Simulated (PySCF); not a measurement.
SMILES c1sc(cc1)/C=C\C, GFN2-xTB optimised geometry.

```
16

C     -2.53    -0.64    -0.02
C     -1.60    -1.80    -0.01
C     -0.26    -1.73     0.00
C      0.57    -0.55     0.00
C      1.94    -0.55     0.00
C      2.51     0.73     0.00
C      1.57     1.71     0.00
S     -0.03     1.08     0.00
H     -3.57    -0.98    -0.04
H     -2.39    -0.01     0.86
H     -2.36    -0.01    -0.89
H     -2.05    -2.78     0.00
H      0.31    -2.65     0.01
H      2.52    -1.46     0.00
H      3.57     0.92     0.00
H      1.71     2.78     0.00
```

Density from CAM-B3LYP/def2-TZVP (PySCF) at that geometry.

Minimum of the electron density along straight lines between bonded atoms, close to the bond critical point (lines longer than 1.1 times the sum of covalent radii, or with two minima, are not listed):

```json
[
 {"bond": "C1–C2", "length / Å": "1.491", "ρ at the minimum / e bohr⁻³": "0.264", "∇²ρ there / e bohr⁻⁵": "___", "position (fraction from the first atom)": "0.49"},
 {"bond": "C2–C3", "length / Å": "1.337", "ρ at the minimum / e bohr⁻³": "0.352", "∇²ρ there / e bohr⁻⁵": "-1.08", "position (fraction from the first atom)": "0.50"},
 {"bond": "C3–C4", "length / Å": "1.436", "ρ at the minimum / e bohr⁻³": "0.293", "∇²ρ there / e bohr⁻⁵": "___", "position (fraction from the first atom)": "0.49"},
 {"bond": "C4–C5", "length / Å": "1.373", "ρ at the minimum / e bohr⁻³": "0.329", "∇²ρ there / e bohr⁻⁵": "-0.97", "position (fraction from the first atom)": "0.51"},
 {"bond": "C5–C6", "length / Å": "1.406", "ρ at the minimum / e bohr⁻³": "0.311", "∇²ρ there / e bohr⁻⁵": "-0.91", "position (fraction from the first atom)": "0.50"},
 {"bond": "C6–C7", "length / Å": "1.359", "ρ at the minimum / e bohr⁻³": "0.336", "∇²ρ there / e bohr⁻⁵": "-1.00", "position (fraction from the first atom)": "0.49"},
 {"bond": "C4–S8", "length / Å": "1.742", "ρ at the minimum / e bohr⁻³": "0.210", "∇²ρ there / e bohr⁻⁵": "___", "position (fraction from the first atom)": "0.48"},
 {"bond": "C7–S8", "length / Å": "1.716", "ρ at the minimum / e bohr⁻³": "0.221", "∇²ρ there / e bohr⁻⁵": "-0.48", "position (fraction from the first atom)": "0.48"},
 {"bond": "C1–H9", "length / Å": "1.086", "ρ at the minimum / e bohr⁻³": "0.282", "∇²ρ there / e bohr⁻⁵": "-0.98", "position (fraction from the first atom)": "0.64"},
 {"bond": "C1–H10", "length / Å": "1.091", "ρ at the minimum / e bohr⁻³": "0.278", "∇²ρ there / e bohr⁻⁵": "-0.95", "position (fraction from the first atom)": "0.64"},
 {"bond": "C1–H11", "length / Å": "1.091", "ρ at the minimum / e bohr⁻³": "0.278", "∇²ρ there / e bohr⁻⁵": "-0.95", "position (fraction from the first atom)": "0.64"},
 {"bond": "C2–H12", "length / Å": "1.081", "ρ at the minimum / e bohr⁻³": "0.288", "∇²ρ there / e bohr⁻⁵": "-1.03", "position (fraction from the first atom)": "0.65"},
 {"bond": "C3–H13", "length / Å": "1.083", "ρ at the minimum / e bohr⁻³": "0.286", "∇²ρ there / e bohr⁻⁵": "-1.02", "position (fraction from the first atom)": "0.65"},
 {"bond": "C5–H14", "length / Å": "1.076", "ρ at the minimum / e bohr⁻³": "0.289", "∇²ρ there / e bohr⁻⁵": "-1.05", "position (fraction from the first atom)": "0.65"},
 {"bond": "C6–H15", "length / Å": "1.076", "ρ at the minimum / e bohr⁻³": "0.290", "∇²ρ there / e bohr⁻⁵": "-1.05", "position (fraction from the first atom)": "0.65"},
 {"bond": "C7–H16", "length / Å": "1.072", "ρ at the minimum / e bohr⁻³": "0.292", "∇²ρ there / e bohr⁻⁵": "-1.07", "position (fraction from the first atom)": "0.65"}
]
```

Q: Complete the blanks.

A: 
- C1–C2, ∇²ρ there / e bohr⁻⁵: -0.71
- C3–C4, ∇²ρ there / e bohr⁻⁵: -0.85
- C4–S8, ∇²ρ there / e bohr⁻⁵: -0.42
